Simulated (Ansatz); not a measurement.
Vertical singlet–triplet gap (eV) of eight silicon and germanium compounds: PBE beside CAM-B3LYP, computed with Ansatz (an electronic-structure program) for isolated molecules in the bases named; differences from unrounded values. The eight are the first of their class met in an unordered collection, after screening for sound electronic states; none was chosen by its value. Functionals give these values as differences of separate SCF runs (ΔSCF), EOM-CCSD as a root; each molecule has one DFT geometry for both levels.

| molecule | basis | CAM-B3LYP | PBE | difference |
|---|---|---|---|---|
| C2H10OSi3, SMILES [SiH3][C@@H]1[SiH2]C[SiH2]O1 | def2-SVPD | 6.19 | 5.31 | -0.88 |
| Si(H)(OH)(SiH3)2 (H₈OSi₃), SMILES [SiH3][SiH](O)[SiH3] | def2-SVPD | 5.15 | 4.47 | -0.67 |
| C4H10Si2, SMILES C(C)[SiH2][SiH2]C#C | def2-SVPD | 5.11 | … | … |
| Si(H)2(Me)(NCO) (C₂H₅NOSi), SMILES C[SiH2]N=C=O | def2-SVPD | 6.74 | 6.34 | -0.40 |
| C4H12Si2, SMILES CC[SiH2]/C=C/[SiH3] | def2-SVPD | 4.01 | 4.02 | 0.00 |
| C₂H₁₀N₂OSi, SMILES C[C@H]([Si@H](N)O)N | def2-SVPD | 6.30 | … | … |
| C3H8O2Si, SMILES COC[SiH2]C=O | def2-SVPD | 2.50 | 2.41 | -0.09 |
| CH9BSi2, SMILES B([SiH3])(C)[SiH3] | def2-SVPD | 3.05 | … | … |

**Question.** What belongs in the gaps? (The exact figures need the calculation; the answer reports its results.)

**Answer.** 
- C₂H₁₀N₂OSi, SMILES C[C@H]([Si@H](N)O)N, PBE: 5.37
- C₂H₁₀N₂OSi, SMILES C[C@H]([Si@H](N)O)N, difference: -0.92
- C4H10Si2, SMILES C(C)[SiH2][SiH2]C#C, PBE: 4.87
- C4H10Si2, SMILES C(C)[SiH2][SiH2]C#C, difference: -0.23
- CH9BSi2, SMILES B([SiH3])(C)[SiH3], PBE: 2.71
- CH9BSi2, SMILES B([SiH3])(C)[SiH3], difference: -0.34

PBE lies below CAM-B3LYP in 7 and above it in 0 of the eight; the mean signed difference is -0.44 and the largest -0.92 eV.
